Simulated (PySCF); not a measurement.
Si(I)2(OH)2 (H2I2O2Si), SMILES [Si](O)(O)(I)I.

Geometry optimised at PBE-D3(BJ)/def2-SVP. The def2 effective core potentials stand for the cores of I; spin–orbit coupling is left out. The values are those of a single conformer.

Method: TDDFT-PBE/def2-SVPD run with PySCF.

Vertical excitations. The molecule is in vacuum. State labels are in the subgroup C2.

Computed excitation energies, oscillator strengths and character:
```tsv
state	symmetry	energy (eV)	λ (nm)	f	main pairs
S1	B	4.50	276	0.036	HOMO→LUMO 98 %
S2	A	4.55	272	0.000	HOMO−1→LUMO 99 %
S3	B	4.69	264	0.006	HOMO−2→LUMO 99 %
S4	A	5.05	246	0.006	HOMO−3→LUMO 99 %
S5	B	5.64	220	0.000	HOMO→LUMO+1 95 %
S6	A	5.70	218	0.000	HOMO−1→LUMO+1 100 %
S7	B	5.85	212	0.017	HOMO−2→LUMO+1 99 %
S8	A	5.97	208	0.002	HOMO→LUMO+2 97 %
S9	B	6.03	206	0.001	HOMO−4→LUMO 64 %, HOMO−5→LUMO 20 %, HOMO−1→LUMO+2 16 %
S10	B	6.12	203	0.004	HOMO−1→LUMO+2 78 %, HOMO−5→LUMO 15 %
T1	B	4.11	302	0	HOMO→LUMO 99 %
T2	A	4.25	292	0	HOMO−1→LUMO 100 %
T3	B	4.39	283	0	HOMO−2→LUMO 99 %
T4	A	4.71	263	0	HOMO−3→LUMO 99 %
```
Triplets are in the Tamm–Dancoff approximation, which puts them higher than full response would, so one can lie above its singlet here.
